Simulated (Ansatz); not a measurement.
Relaxation of C₃H₁₁BSSi (17 atoms, charge 0, multiplicity 1), to a largest force component of 0.015 eV/Å in at most 40 steps.

All numbers below come from Ansatz 0.2.0, RKS B3LYP-D4/6-31G.

```xyz
17
Properties=species:S:1:pos:R:3
C 0.050 -2.311 -0.602
S -0.340 -0.916 -1.787
B 0.315 0.455 -0.684
C 1.986 0.755 -0.687
C -0.649 1.434 0.071
Si 0.279 2.869 0.833
H -0.539 -2.118 0.331
H -0.277 -3.208 -1.079
H 1.092 -2.304 -0.351
H 2.241 0.954 -1.700
H 2.144 1.619 -0.024
H 2.475 -0.135 -0.283
H -1.210 0.884 0.918
H -1.424 1.896 -0.600
H -0.636 3.813 1.453
H 1.171 2.373 1.858
H 1.042 3.561 -0.220
```

Problem. Where does it end, and by what steps?

Solution. It converged. The force dipped under the threshold on the way, but the program's further checks kept it going. Limits of this set-up: no polarisation functions. After 34 steps the energy has fallen by 1.448 eV; H12 moved furthest, 1.96 Å.

```
step  energy less start (eV)  largest force component (eV/Å)  accepted
   0                  0.0000                           3.183       yes
   2                 -0.7187                           0.571       yes
   4                 -0.9135                           0.563       yes
   6                 -1.0875                           0.379       yes
   8                 -1.2393                           0.191       yes
  10                 -1.2888                           0.137       yes
  12                 -1.2997                           0.092       yes
  14                 -1.3268                           0.195       yes
  16                 -1.3466                           0.330       yes
  18                 -1.3885                           0.201       yes
  20                 -1.4193                           0.234       yes
  22                 -1.4358                           0.076       yes
  24                 -1.4412                           0.175       yes
  26                 -1.4450                           0.030       yes
  28                 -1.4465                           0.072       yes
  30                 -1.4473                           0.009       yes
  32                 -1.4476                           0.026       yes
  34                 -1.4476                           0.010       yes
```

```xyz
17
Properties=species:S:1:pos:R:3
C 0.495 -2.361 -0.227
S -0.730 -0.942 0.038
B 0.157 0.564 -0.559
C 1.611 0.475 -1.155
C -0.604 1.918 -0.383
Si 0.064 2.849 1.177
H 1.390 -2.201 0.374
H -0.013 -3.269 0.095
H 0.757 -2.437 -1.283
H 2.008 1.459 -1.428
H 2.316 0.015 -0.449
H 1.630 -0.156 -2.056
H -1.688 1.808 -0.257
H -0.419 2.581 -1.240
H -0.575 4.205 1.295
H -0.232 2.070 2.425
H 1.552 3.041 1.080
```

Whether the end is a true minimum wasn't checked by a vibrational analysis.

Run time: 8.7 min on 1 thread of Intel(R) Xeon(R) Processor @ 2.50GHz (Skylake/Cascade Lake) (shared host), peak memory 0.23 GiB.
